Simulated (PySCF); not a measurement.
# SMILES O(C)C1(S(C)(=O)=O)CC1, C₅H₁₀O₃S

Cartesian coordinates in Å; atom numbers follow the order of the lines, from 1:
```xyz
19

C    -1.400   -1.752   -0.470
O    -0.940   -0.860    0.542
C    -0.428    0.322    0.070
S     1.287    0.135   -0.527
C     2.156   -0.521    0.926
O     1.815    1.436   -0.843
O     1.325   -0.866   -1.563
C    -1.228    1.382   -0.620
C    -0.694    1.615    0.763
H    -2.251   -1.325   -1.006
H    -1.711   -2.654    0.053
H    -0.600   -1.981   -1.177
H     3.149   -0.817    0.615
H     1.591   -1.373    1.282
H     2.199    0.264    1.668
H    -0.746    1.890   -1.440
H    -2.289    1.223   -0.742
H     0.143    2.287    0.871
H    -1.387    1.605    1.591
```

Method used: GIAO PBE/pcSseg-1 magnetisability, rotational g tensor and spin-rotation constants, non-relativistic, gas phase in PySCF. Geometry: GFN2-xTB.

Task: Give the nuclear spin-rotation constants along the inertial axes (H = +C I·J) beside the isotropic shieldings.

Result: Rotational constants 1.8980, 1.4007, 1.1171 GHz. A star marks the isotopologue with that one atom substituted, in its own axes.
```csv
atom,isotope,Caa (kHz),Cbb (kHz),Ccc (kHz),mean (kHz),σ (ppm)
H10,1H,-0.081,-0.106,-0.049,-0.079,28.3
H11,1H,-0.126,-0.036,-0.076,-0.079,28.1
H12,1H,-0.007,-0.089,-0.072,-0.056,26.7
H13,1H,0.034,-0.134,-0.124,-0.075,29.1
H14,1H,-0.088,-0.060,-0.092,-0.080,28.3
H15,1H,-0.227,-0.040,-0.051,-0.106,29.4
H16,1H,-0.144,-0.132,-0.035,-0.104,30.2
H17,1H,0.012,-0.156,-0.114,-0.086,30.3
H18,1H,-0.070,-0.081,-0.124,-0.091,30.4
H19,1H,-0.098,-0.143,-0.065,-0.102,30.6
C1,13C*,0.452,0.272,0.225,0.316,121.6
O2,17O*,-0.159,-0.138,-0.089,-0.129,289.5
C3,13C*,0.371,0.433,0.278,0.360,96.1
S4,33S*,0.830,0.515,0.464,0.603,176.8
C5,13C*,0.416,0.278,0.150,0.281,140.2
O6,17O*,-0.512,-0.296,-0.237,-0.348,114.9
C8,13C*,0.200,0.175,0.188,0.188,174.0
```
For the geometry as given, no vibrational averaging.
